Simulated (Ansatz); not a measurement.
Input for Ansatz (development build ahead of 0.2.0):

```yaml
crystal:
  periodic: [false, false, false]
  atoms:
    - { symbol: Cr, position_ang: [0.0, 0.0, 0.0] }
    - { symbol: B, position_ang: [0.0, 2.6671, 0.0] }
    - { symbol: Si, position_ang: [0.0, -2.99, 0.0] }
basis:
  gaussian: { orbitals: pcseg-2 }
magnetization:
  spin_polarized: true
  initial_magnetization: 1
hamiltonian:
  xc: { name: wB97X }
```

The input is written out in the form of the current development build from the run's settings.

Results

| Item | Value |
| --- | --- |
| Converged | yes |
| Total energy | -1358.50614 hartree |
| Spin squared of the determinant | 4.635 |
| Stability test | minimum |

Caution: another spin multiplicity may lie lower; the unrestricted determinant is a mixture of spin states.
